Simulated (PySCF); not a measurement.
Bond length, frequency and bond energy of SnO by level of theory

State: ¹Σ⁺ (singlet), closed shell. Set-up: basis Sn def2-SVPD with ECP28, O def2-SVPD; scalar-relativistic core potentials; PySCF 2.14. De refers to Sn + O in their high-spin ground configurations, without counterpoise correction. A positive dipole means Sn(−)O(+).

```tsv
Level	Re (Å)	ωe (cm⁻¹)	De (eV)	μ (D)
RHF	1.813	929	1.56	-5.42
RHF-MP2	1.889	760	5.90	n/a
RHF-SCS-MP2	1.882	774	5.59	n/a
RHF-CCSD	1.857	829	4.77	n/a
RHF-CCSD(T)	1.881	767	5.22	n/a
LDA	1.856	806	7.07	-4.21
PBE	1.878	776	6.02	-4.30
BP86	1.877	778	6.03	-4.26
r²SCAN	1.856	819	5.48	-4.34
PBE0	1.847	838	5.16	-4.61
r²SCAN0	1.836	862	4.77	-4.65
ωB97X	1.838	863	5.52	-4.83
```

(1) Which functional lies closest to RHF-CCSD(T) in De, which farthest, and by how much do they differ from it?

(2) What does the step from GGA to meta-GGA do here, going from PBE to r²SCAN?

(3) What does the gradient correction do here, going from LDA to PBE?

Correlated steps freeze 5 core orbitals. Correlated levels converge slowly with the basis: in double zeta they bind strong bonds too weakly, by up to about 1 eV, and carry superposition errors of some tenths. Spin–orbit coupling is left out, which matters for elements this heavy, above all for dissociation energies. Where the molecule has an RHF reference, its open-shell atoms are computed with UHF. The CCSD T1 diagnostic is raised, a sign that a single reference may not be enough here.

The whole job (state search and all levels along the bond) took about 3.2 min on 1 thread of Arm Neoverse N1 (shared host), peak memory 0.71 GiB.

Answers

(1) Closest is PBE0 (-3.4 pm in Re, +9.3 % in ωe, -0.06 eV in De against RHF-CCSD(T) in the same basis), farthest LDA (-2.5 pm in Re, +5.1 % in ωe, +1.85 eV in De). CCSD(T) converges more slowly with the basis than the functionals do and binds too weakly in this one, so the order can change at the basis-set limit.

(2) r²SCAN less PBE: -2.2 pm in Re, +5.5 % in ωe, -0.54 eV in De. 

(3) PBE less LDA: +2.2 pm in Re, -3.7 % in ωe, -1.05 eV in De. The gradient correction favours the more uneven density of free atoms, so it tends to lengthen bonds and takes away much of the overbinding of LDA; so it does here.
